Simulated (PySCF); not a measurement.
Geometries of 3 isomers of C4H9Al, from PySCF, PBE0-D3(BJ)/def2-SVP geometry optimisation, gas phase. One conformer each, no zero-point energy, no frequencies.

**Question.** Which is lowest in electronic energy at this level?
A.
```xyz
14
angstrom
C      0.326   -0.905   -0.713
C     -1.030   -0.605   -0.050
C     -1.197    0.903    0.219
Al     0.650    1.394    0.694
C      1.487   -0.282    0.085
H      0.448   -1.995   -0.846
H      0.315   -0.478   -1.733
H     -1.850   -1.014   -0.665
H     -1.075   -1.152    0.911
H     -1.998    1.123    0.943
H     -1.482    1.427   -0.714
H      1.263    2.708    1.352
H      2.421   -0.218   -0.494
H      1.721   -0.908    0.969
```
B.
```xyz
14
angstrom
C      2.735   -0.285    0.019
Al     0.962    0.502    0.288
C     -0.675   -0.397   -0.237
C     -1.861    0.420   -0.733
C     -1.936   -0.226    0.600
H      3.554    0.443    0.136
H      2.912   -1.093    0.751
H      2.827   -0.748   -0.978
H      0.780    1.933    0.977
H     -0.597   -1.384   -0.711
H     -1.770    1.511   -0.778
H     -2.458   -0.003   -1.547
H     -1.897    0.412    1.490
H     -2.585   -1.099    0.716
```
C.
```xyz
14
angstrom
C     -1.904    0.805   -0.280
C     -1.503   -0.212    0.492
C     -0.534   -1.278    0.121
Al     1.316   -0.880    0.703
C      1.847    0.976    0.994
H     -1.562    0.907   -1.316
H     -2.590    1.568    0.095
H     -1.889   -0.254    1.520
H     -0.463   -1.376   -0.981
H     -0.838   -2.268    0.501
H      2.336   -2.096    0.878
H      1.466    1.623    0.185
H      1.383    1.357    1.922
H      2.934    1.126    1.081
```

**Answer.** A. That is `C1C[CH2][AlH][CH2]1`, 14.3 kcal/mol below the next.

```json
{"SMILES": "C1C[CH2][AlH][CH2]1", "atoms numbered as above": "[CH2:1]1[CH2:2][CH2:3][AlH:4][CH2:5]1", "E (Eh)": "-399.77022", "relative (kcal/mol)": "0.0", "relative (kJ/mol)": "0.0", "dipole (D)": "0.15"}
{"SMILES": "C=C[CH2][AlH][CH3]", "atoms numbered as above": "[CH2:1]=[CH:2][CH2:3][AlH:4][CH3:5]", "E (Eh)": "-399.74742", "relative (kcal/mol)": "14.3", "relative (kJ/mol)": "59.9", "dipole (D)": "0.29"}
{"SMILES": "[CH3][AlH][CH]1CC1", "atoms numbered as above": "[CH3:1][AlH:2][CH:3]1[CH2:4][CH2:5]1", "E (Eh)": "-399.74555", "relative (kcal/mol)": "15.5", "relative (kJ/mol)": "64.8", "dipole (D)": "0.84"}
```

As drawn, the highest has a three-membered ring, which the lowest lacks.
